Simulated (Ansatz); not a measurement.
Born–Oppenheimer molecular dynamics of C₂H₆GeO₂ (11 atoms, charge 0, multiplicity 1). It starts at the highest image of a converged band. Of that band: Beside the main top the profile has a ripple of under 15 meV (maxima at images 3, 9), which may be a very shallow well or noise. A structure lower than the last end lies on the path between it and the top, so the climb from that side starts below the end, which may itself be a saddle point or a shallow side well. Neighbouring images differ by up to 2.6 eV, so the band resolves the path poorly. A vibrational analysis at the climbing image gives one clearly imaginary mode, 1257i cm⁻¹: a first-order saddle point.

All numbers below come from RKS B3LYP-D4/def2-SVP in Ansatz 0.2.0.

```yaml
ensemble: NVE (velocity Verlet)
time_step: 0.5 fs
steps_asked: 200
starting_velocities_drawn_for: 300 K
seed: 7598
```

Frames 0.5 fs apart, positions in Å, forces in eV/Å.

Velocities at 15.0 fs (Å/ps):

```
Ge -2.76 0.87 1.20
O -5.30 4.62 2.58
C 12.11 -13.45 -5.38
C 6.95 -3.22 -8.76
O 4.98 3.59 0.47
H 1.29 9.48 3.24
H -1.11 -13.04 18.51
H -4.26 7.18 -0.93
H -33.66 9.35 37.56
H 5.40 -5.90 -13.10
H 9.38 -1.27 -11.75
```

```xyz
11
Properties=species:S:1:pos:R:3:forces:R:3 time_fs=15.0 energy_less_start_eV=-0.268 T=532
Ge -1.693 0.494 0.722 -0.43 -0.01 -0.53
O 0.023 0.597 1.180 1.14 -2.34 1.84
C 1.460 -0.717 0.202 1.19 0.20 -1.19
C 1.460 -0.488 -1.300 -0.17 -0.18 0.61
O 2.366 0.085 -0.319 -0.47 -0.69 0.39
H -2.586 1.333 1.650 0.01 0.05 0.12
H -1.700 1.097 -0.710 -0.18 -0.15 0.15
H -2.105 -0.994 0.769 -0.09 0.03 -0.09
H 0.403 -0.339 1.592 -1.00 2.95 -1.38
H 0.796 0.229 -1.792 -0.08 0.03 0.14
H 1.884 -1.283 -1.925 0.08 0.10 -0.05
11
Properties=species:S:1:pos:R:3:forces:R:3 time_fs=15.5 energy_less_start_eV=-0.286 T=547
Ge -1.694 0.494 0.723 -0.48 0.00 -0.38
O 0.020 0.599 1.182 1.16 -2.40 1.89
C 1.466 -0.723 0.199 1.19 0.31 -1.24
C 1.464 -0.490 -1.305 -0.12 -0.17 0.67
O 2.369 0.086 -0.319 -0.57 -0.80 0.33
H -2.585 1.338 1.652 0.02 0.03 0.10
H -1.701 1.090 -0.701 -0.17 -0.07 -0.01
H -2.107 -0.990 0.769 -0.10 -0.01 -0.08
H 0.385 -0.331 1.609 -0.95 2.96 -1.42
H 0.799 0.226 -1.798 -0.07 0.03 0.17
H 1.889 -1.283 -1.931 0.09 0.12 -0.03
11
Properties=species:S:1:pos:R:3:forces:R:3 time_fs=16.0 energy_less_start_eV=-0.329 T=584
Ge -1.696 0.495 0.724 -0.52 0.01 -0.22
O 0.018 0.600 1.183 1.10 -2.30 1.87
C 1.472 -0.730 0.196 1.20 0.40 -1.28
C 1.467 -0.491 -1.309 -0.07 -0.15 0.71
O 2.371 0.088 -0.319 -0.65 -0.90 0.27
H -2.584 1.343 1.654 0.03 0.00 0.08
H -1.702 1.083 -0.691 -0.17 0.00 -0.18
H -2.110 -0.987 0.768 -0.11 -0.05 -0.06
H 0.365 -0.315 1.623 -0.85 2.82 -1.37
H 0.801 0.223 -1.804 -0.06 0.02 0.20
H 1.894 -1.284 -1.937 0.11 0.14 -0.01
11
Properties=species:S:1:pos:R:3:forces:R:3 time_fs=16.5 energy_less_start_eV=-0.391 T=636
Ge -1.697 0.495 0.724 -0.56 0.02 -0.06
O 0.016 0.602 1.185 0.96 -2.01 1.73
C 1.479 -0.737 0.193 1.19 0.49 -1.31
C 1.470 -0.493 -1.313 -0.03 -0.13 0.74
O 2.374 0.089 -0.318 -0.71 -0.99 0.20
H -2.584 1.348 1.656 0.04 -0.02 0.05
H -1.704 1.077 -0.682 -0.17 0.08 -0.34
H -2.113 -0.983 0.767 -0.12 -0.09 -0.05
H 0.342 -0.293 1.633 -0.67 2.48 -1.21
H 0.804 0.220 -1.810 -0.05 0.01 0.23
H 1.899 -1.284 -1.943 0.12 0.16 0.01
11
Properties=species:S:1:pos:R:3:forces:R:3 time_fs=17.0 energy_less_start_eV=-0.457 T=692
Ge -1.699 0.495 0.725 -0.60 0.04 0.10
O 0.014 0.603 1.188 0.72 -1.46 1.45
C 1.486 -0.743 0.189 1.18 0.56 -1.32
C 1.474 -0.495 -1.317 0.02 -0.11 0.76
O 2.376 0.091 -0.318 -0.77 -1.06 0.13
H -2.583 1.353 1.658 0.06 -0.05 0.03
H -1.706 1.070 -0.674 -0.16 0.16 -0.50
H -2.116 -0.980 0.766 -0.12 -0.13 -0.03
H 0.319 -0.265 1.641 -0.41 1.87 -0.89
H 0.806 0.217 -1.815 -0.04 0.00 0.25
H 1.905 -1.283 -1.949 0.13 0.18 0.02
11
Properties=species:S:1:pos:R:3:forces:R:3 time_fs=17.5 energy_less_start_eV=-0.507 T=733
Ge -1.700 0.496 0.725 -0.63 0.06 0.24
O 0.012 0.604 1.190 0.37 -0.58 0.95
C 1.493 -0.749 0.185 1.15 0.62 -1.31
C 1.477 -0.497 -1.321 0.06 -0.10 0.77
O 2.378 0.092 -0.318 -0.80 -1.12 0.07
H -2.582 1.357 1.661 0.07 -0.07 0.01
H -1.708 1.064 -0.667 -0.16 0.22 -0.65
H -2.119 -0.977 0.765 -0.12 -0.16 -0.01
H 0.294 -0.233 1.647 -0.04 0.94 -0.37
H 0.808 0.215 -1.819 -0.04 -0.01 0.28
H 1.911 -1.282 -1.955 0.14 0.19 0.03
11
Properties=species:S:1:pos:R:3:forces:R:3 time_fs=18.0 energy_less_start_eV=-0.515 T=739
Ge -1.702 0.496 0.726 -0.65 0.08 0.36
O 0.010 0.605 1.193 -0.07 0.64 0.21
C 1.500 -0.755 0.181 1.11 0.66 -1.27
C 1.481 -0.498 -1.324 0.09 -0.08 0.77
O 2.380 0.093 -0.317 -0.82 -1.16 0.00
H -2.581 1.362 1.663 0.08 -0.09 -0.02
H -1.711 1.058 -0.662 -0.15 0.28 -0.76
H -2.123 -0.975 0.764 -0.12 -0.19 0.00
H 0.269 -0.198 1.651 0.42 -0.34 0.38
H 0.810 0.212 -1.823 -0.04 -0.01 0.29
H 1.917 -1.281 -1.961 0.15 0.20 0.04
11
Properties=species:S:1:pos:R:3:forces:R:3 time_fs=18.5 energy_less_start_eV=-0.470 T=701
Ge -1.703 0.497 0.726 -0.67 0.10 0.44
O 0.008 0.606 1.195 -0.57 2.11 -0.74
C 1.508 -0.762 0.177 1.05 0.69 -1.22
C 1.484 -0.500 -1.328 0.13 -0.06 0.77
O 2.382 0.094 -0.317 -0.82 -1.19 -0.06
H -2.579 1.366 1.665 0.09 -0.11 -0.04
H -1.714 1.053 -0.658 -0.14 0.32 -0.85
H -2.127 -0.972 0.763 -0.11 -0.20 0.02
H 0.244 -0.164 1.657 0.94 -1.87 1.33
H 0.812 0.209 -1.825 -0.04 -0.01 0.30
H 1.924 -1.279 -1.966 0.16 0.21 0.04
11
Properties=species:S:1:pos:R:3:forces:R:3 time_fs=19.0 energy_less_start_eV=-0.391 T=636
Ge -1.705 0.497 0.727 -0.69 0.13 0.48
O 0.006 0.607 1.198 -0.99 3.50 -1.73
C 1.516 -0.767 0.172 0.97 0.71 -1.15
C 1.488 -0.502 -1.331 0.16 -0.04 0.76
O 2.383 0.094 -0.316 -0.81 -1.19 -0.12
H -2.578 1.370 1.667 0.09 -0.13 -0.05
H -1.718 1.048 -0.656 -0.14 0.34 -0.89
H -2.131 -0.971 0.762 -0.11 -0.21 0.03
H 0.223 -0.135 1.665 1.39 -3.31 2.31
H 0.814 0.206 -1.828 -0.05 -0.01 0.31
H 1.931 -1.276 -1.972 0.17 0.21 0.04
11
Properties=species:S:1:pos:R:3:forces:R:3 time_fs=19.5 energy_less_start_eV=-0.332 T=588
Ge -1.706 0.498 0.728 -0.71 0.16 0.48
O 0.004 0.609 1.200 -1.20 4.32 -2.43
C 1.524 -0.773 0.167 0.89 0.70 -1.06
C 1.491 -0.504 -1.334 0.19 -0.02 0.75
O 2.385 0.095 -0.316 -0.79 -1.19 -0.18
H -2.576 1.374 1.670 0.09 -0.14 -0.07
H -1.722 1.045 -0.657 -0.13 0.35 -0.89
H -2.135 -0.970 0.761 -0.10 -0.21 0.04
H 0.204 -0.113 1.679 1.63 -4.17 2.99
H 0.815 0.203 -1.829 -0.06 0.00 0.32
H 1.938 -1.274 -1.978 0.18 0.21 0.04
11
Properties=species:S:1:pos:R:3:forces:R:3 time_fs=20.0 energy_less_start_eV=-0.343 T=598
Ge -1.708 0.498 0.728 -0.72 0.18 0.44
O 0.001 0.611 1.202 -1.11 4.18 -2.52
C 1.532 -0.779 0.162 0.80 0.68 -0.95
C 1.495 -0.506 -1.337 0.21 0.00 0.74
O 2.386 0.095 -0.316 -0.75 -1.16 -0.23
H -2.574 1.377 1.672 0.08 -0.15 -0.08
H -1.726 1.042 -0.660 -0.12 0.34 -0.85
H -2.140 -0.969 0.760 -0.09 -0.20 0.05
H 0.190 -0.102 1.700 1.58 -4.07 3.06
H 0.817 0.200 -1.830 -0.07 0.00 0.31
H 1.946 -1.270 -1.983 0.19 0.20 0.04
11
Properties=species:S:1:pos:R:3:forces:R:3 time_fs=20.5 energy_less_start_eV=-0.423 T=663
Ge -1.710 0.499 0.729 -0.74 0.20 0.35
O -0.001 0.614 1.204 -0.78 3.14 -1.92
C 1.540 -0.785 0.157 0.71 0.64 -0.84
C 1.498 -0.507 -1.340 0.23 0.01 0.71
O 2.388 0.095 -0.315 -0.69 -1.12 -0.29
H -2.572 1.381 1.673 0.06 -0.15 -0.08
H -1.730 1.040 -0.665 -0.12 0.31 -0.77
H -2.145 -0.969 0.759 -0.09 -0.18 0.06
H 0.179 -0.100 1.729 1.29 -3.06 2.44
H 0.818 0.198 -1.830 -0.08 0.01 0.31
H 1.954 -1.266 -1.989 0.19 0.19 0.03
```

Of the whole run (100 fs, mean temperature of the second half 604 K): The conserved energy stayed within 0.46 meV per atom of its start (net change -0.084 meV per atom), so the integration is sound. The system heated up, since it started high on the potential surface and ran downhill. A run of 0.1 ps of so small a system gives no equilibrium averages. The orbitals stay closed-shell, which can raise the energy where a bond breaks towards radicals; this wasn't checked here.

Run time: 4.1 min on 2 threads of AMD EPYC 9R45 96-Core Processor (Zen 5), on a shared host, peak memory 0.33 GiB.
